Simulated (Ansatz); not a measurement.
Basis-set series for ClF$_{3}$Hf (`[F][Hf]([F])([F])[Cl]`). Charge 0, multiplicity 1. Hf takes the def2 core potential. The geometry is a stationary point of PBE0-D4/def2-TZVP.

```tsv
functional	basis	functions	energy (Eh)	HOMO (eV)	LUMO (eV)
PBE0-D4	def2-TZVPP	191	-807.80561	-10.03	-1.08
PBE0-D4	def2-QZVPP	322	-807.83597	-10.04	-1.08
ωB97M-V	def2-TZVPP	191	-808.08673	-12.30	0.43
ωB97M-V	def2-QZVPP	322	-808.11510	-12.33	0.14
```

Question: Give the rows for def2-SVP. (Best estimate.)

Answer: Computed: 
| functional | basis | functions | energy (Eh) | HOMO (eV) | LUMO (eV) |
| --- | --- | --- | --- | --- | --- |
| PBE0-D4 | def2-SVP | 92 | -807.26100 | -9.97 | -1.12 |
| ωB97M-V | def2-SVP | 92 | -807.53609 | -12.20 | 0.50 |

Positive LUMOs are unbound and depend on the basis.
